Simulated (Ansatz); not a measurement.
Cost and result for the atomization energy of B2Cl4 (`ClB(Cl)B(Cl)Cl`) (6 atoms, 5 bonds).

Charge 0, multiplicity 1. The geometry is a stationary point of PBE0-D4/def2-TZVP. It is one conformer, not always the lowest. Program: Ansatz. All runs use 4 threads of an Arm Neoverse V1 on a shared host. Times are those of one run each, without the atoms' runs, and a repeat can differ threefold. Electronic energies, without spin–orbit coupling; frozen cores. CCSD(T)/CBS adds CCSD(T) − MP2 in def2-TZVPP to the MP2 limit, and its time is that of the two runs behind it. T1 = 0.013. HSE06 is the plane-wave form, built on full-range PBE exchange.

CCSD(T)/CBS is a level of theory with its own doubt, some kJ/mol a heavy atom from the limit and from the frozen cores, so smaller differences don't rank the functionals.

```tsv
level	functions	wall time	atomization (kJ/mol)	difference from CCSD(T)/CBS	per bond
CCSD(T)/def2-SVP	100	2.1 s	2038.1	-83.6	-16.7
BLYP-D4/def2-TZVPP	230	2.4 s	2120.6	-1.1	-0.2
HSE06-D4/def2-TZVPP	230	4.5 s	2202.1	80.4	16.1
RPA@PBE/def2-TZVPP	230	4.9 s	1878.1	-243.6	-48.7
CAM-B3LYP-D4/def2-TZVPP	230	5.5 s	2122.6	0.9	0.2
r2SCAN-D4/def2-TZVPP (with forces)	230	6 s	2201.4	79.7	15.9
PBE-QIDH/def2-TZVPP	230	6.5 s	2181.1	59.4	11.9
B2PLYP/def2-TZVPP	230	6.5 s	2108.0	-13.7	-2.7
r2SCANh-D4/def2-TZVPP	230	7.5 s	2181.9	60.2	12.0
ωB97X-V/def2-TZVPP	230	10 s	2151.6	29.9	6.0
MP2/def2-QZVPP	394	21 s	2227.2	105.5	21.1
CCSD(T)/def2-TZVPP	230	44 s	2062.7	-59.0	-11.8
CCSD(T)/CBS(def2)	–	65 s	2121.7	0.0	0.0
```

The D4 term adds +40.4 kJ/mol with B3LYP and +21.4 kJ/mol with PBE0; it sums over pairs of atoms, weighted by their polarisabilities, and B3LYP, whose exchange is more repulsive, gets the larger term. At CCSD(T), def2-SVP lies −83.5 kJ/mol from the extrapolated value and def2-TZVPP −58.9 kJ/mol: correlation converges slowly with the basis, and small sets miss more of it in the bonded molecule than in its fragments. Leaving LDA and LC-ωPBE aside and taking each functional with its dispersion term where it has one, the values, not all of them listed here, spread over 187.4 kJ/mol, from BHLYP-D4 to PBE-D4. LDA lies +301.9 kJ/mol from PBE without D4, its usual overbinding.

B3LYP here is the variant with VWN-RPA as its local correlation; programs differ in this.
